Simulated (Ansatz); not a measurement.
Program: Ansatz. Geometries: PBE0-D4/def2-TZVP. ΔE: electronic, gas phase. CBS: MP2 limit from def2 TZ/QZ plus the TZ coupled-cluster correction, frozen cores. This one scheme is used for every species, atoms too. Functionals use def2-TZVPP. No spin–orbit coupling; open shells (•) take unrestricted orbitals. Spin–orbit coupling would lower the free atoms: a little for B, F, O, Si. Each species was taken in one conformer, which may not be the lowest.

Consider the atomization: `B[SiH](O)F` → B• + F• + 4 H• + O• + Si•.

| level | ΔE (kcal/mol) |
| --- | --- |
| ωB97M-V | 689.0 |
| B2PLYP | 681.3 |
| LC-ωPBE | 683.9 |
| HF/def2-SVP | 508.3 |

**Question.** What does CCSD(T)/CBS give? (Estimate.)

**Answer.** Computed: +689.1 kcal/mol. The listed levels differ from it by -0.1, -7.8, -5.2, -180.8 kcal/mol.

Largest T1 diagnostic among the species: 0.014.

Leaving LDA and LC-ωPBE aside and taking each functional with its dispersion term where it has one, the values, not all of them listed here, spread over 23.3 kcal/mol, from BHLYP-D4 to CAM-B3LYP-D4. LDA lies +88.3 kcal/mol from PBE without D4, its usual overbinding. From PBE to PBE0 (25 % exact exchange), in def2-TZVPP and without D4, ΔE moves by −10.8 kcal/mol: exact exchange takes away binding that semilocal exchange gives to molecules.

For atomizations the MP2-based limit and the directly extrapolated one differ by several kJ/mol either way, and by 10 to 25 for some Ge, Se and Sn compounds, so smaller differences from it don't rank the levels.
